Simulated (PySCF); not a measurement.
C2H6OZn, triplet, at the geometry of the source list (a higher spin typed on purpose: for a closed-shell molecule this is an excited state).

Input for PySCF:
```python
from pyscf import gto, scf, dft

mol = gto.Mole()
mol.atom = '''
    Zn    1.018200    0.697800    0.890300
    C     0.341100   -0.641100   -0.457400
    C    -1.006800   -0.291500   -1.074500
    H     0.248900   -1.576300    0.092500
    H     1.063900   -0.805900   -1.250700
    H    -0.955200    0.621200   -1.663600
    H    -1.774500   -0.165800   -0.314200
    H    -1.321200   -1.099200   -1.737900
    O     0.921100    1.329300    2.507700
    H     1.464500    1.931400    3.007900
'''
mol.basis = '6-31g'
mol.charge = 0
mol.spin = 2
mol.verbose = 4
mol.build()

mf = dft.UKS(mol)
mf.xc = 'pbe0'
mf.kernel()
```

Task: What number of basis functions does PBE0/6-31G (PySCF) give?

Result: 66

Task: What Mulliken (on the basis functions themselves) charges in atom order does PBE0/6-31G give?

Result: Zn1 0.29, C2 -0.49, C3 -0.53, H4 0.21, H5 0.24, H6 0.22, H7 0.21, H8 0.22, O9 -0.75, H10 0.40

Task: What nuclear repulsion energy does PBE0/6-31G give?

Result: 245.5520 Eh

Task: What dipole moment does PBE0/6-31G give?

Result: 3.81 D

Task: What is the computed total energy (PBE0/6-31G)?

Result: -1933.4813 Eh

Task: What HOMO energy does PBE0/6-31G give?

Result: -2.82 eV

These values belong to the state on which the SCF converged, which isn't shown to be the lowest.

Task: Roughly what does it cost on one core?

Result: roughly 24 core-seconds.
